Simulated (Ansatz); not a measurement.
MnO3F⁺. Total charge 1; doublet. Geometry B3LYP-D4/def2-SVP, that of the neutral singlet; atoms count from 1.

| atom | x (Å) | y (Å) | z (Å) |
| --- | --- | --- | --- |
| Mn1 | 0.013 | 0.036 | 0.026 |
| O2 | 0.227 | 1.258 | -0.898 |
| O3 | -1.101 | 0.328 | 1.059 |
| O4 | 1.332 | -0.336 | 0.745 |
| F5 | -0.471 | -1.286 | -0.932 |

The charge 1 doublet is spin-contaminated (final ⟨S²⟩ up to 1.02, 0.75 for a pure state).

Q: Estimate the Mulliken populations from the PBE0/def2-TZVP orbitals of Ansatz.

A: 
| atom | charge (e) | spin (α − β) | d electrons |
| --- | --- | --- | --- |
| Mn1 | 1.49 | -0.77 | 4.95 |
| O2 | -0.09 | 0.59 | – |
| O3 | -0.09 | 0.59 | – |
| O4 | -0.09 | 0.59 | – |
| F5 | -0.22 | 0.00 | – |
Mulliken values and Mayer orders depend strongly on the basis.

Q: Where does the spin sit?

A: Summed by element: Mn -0.77, O 1.77, F 0.00, of 1 unpaired in all. Largest on single atoms: Mn1 -0.77, O3 0.59, O4 0.59.

Q: And the Mayer bond orders between bonded heavy atoms (over 0.3)?

A: Mn1–O2 1.65 (1.55 Å); Mn1–O3 1.65 (1.55 Å); Mn1–O4 1.65 (1.55 Å); Mn1–F5 0.96 (1.70 Å).
